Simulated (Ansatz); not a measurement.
Stepwise reaction of `[CH3][Mo]([CH3])(=[O])=[S]` with hydrogen fluoride, as a gas-phase model of exchange steps in deposition or etching. ΔE in kJ/mol; ΔG adds harmonic PBE0-D4 terms to CCSD(T)/CBS, at 1 bar.

Gas-phase electronic energies from Ansatz, PBE0-D4/def2-TZVP geometries. CCSD(T)/CBS adds triple-zeta CCSD(T) − MP2 to the extrapolated MP2 energy (def2 sets, frozen cores). This one scheme is used for every species. DFT in def2-TZVPP. B3LYP here is the variant with VWN-RPA as its local correlation; programs differ in this. Elements past krypton have def2 core potentials. For Mo outer-core shells are correlated without core-valence functions, which leaves a few kJ/mol of doubt a bond.

```tsv
step	reaction	PBE-D4	B3LYP-D4	ωB97M-V	CCSD(T)/CBS	ΔG(500 K)
1	`[CH3][Mo]([CH3])(=[O])=[S]` + H–F → `[CH3][Mo](=[O])([F])=[S]` + CH₄	-150.7	-153.6	-150.8	-137.6	-124.8
2	`[CH3][Mo](=[O])([F])=[S]` + H–F → `[O]=[Mo]([F])([F])=[S]` + CH₄	-129.2	-128.1	-121.8	-106.1	-98.1
```

Task: By hand: ΔE of the 2 steps together at CCSD(T)/CBS.

Result: (-137.6) + (-106.1) = -243.7 kJ/mol, or -121.8 kJ/mol a step.

In ΔE each step is higher than the one before. All are downhill at CCSD(T)/CBS. ΔG lies between -124.8 and -98.1 kJ/mol a step. PBE-D4 differs from CCSD(T)/CBS by -23.1 to -13.1 kJ/mol a step. Only this route is followed, and other bonds may react first. Isolated molecules leave out the surface, adducts and barriers. Largest T1 diagnostic: 0.026.
